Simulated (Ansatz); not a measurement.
Calculated with Ansatz (gas phase, PBE0-D4/def2-TZVP geometries, no zero-point term in ΔE). CBS: MP2 limit from def2 TZ/QZ plus the TZ coupled-cluster correction, frozen cores. Functionals use def2-TZVPP. One conformer a species, not always the lowest.

`C[C@@H](F)[C@@H]1BC1` → `CC(C)=CBF`  (isomerisation)

```
             level  ΔE (kJ/mol)
            PBE-D4       -275.2
           PBE0-D4       -272.6
CCSD(T)/def2-TZVPP       -291.1
SCS-MP2/def2-QZVPP       -291.9
```

(1) What does CCSD(T)/CBS give? (Best estimate.)

Largest T1 diagnostic among the species: 0.012.

Answers

(1) Ansatz gave: -288.4 kJ/mol. The listed levels differ from it by 13.2, 15.8, -2.7, -3.5 kJ/mol.

In def2-TZVPP, CCSD(T) changes the Hartree–Fock value by +9.8 kJ/mol (the triples alone add −2.2 kJ/mol) and MP2 by +9.3 kJ/mol.
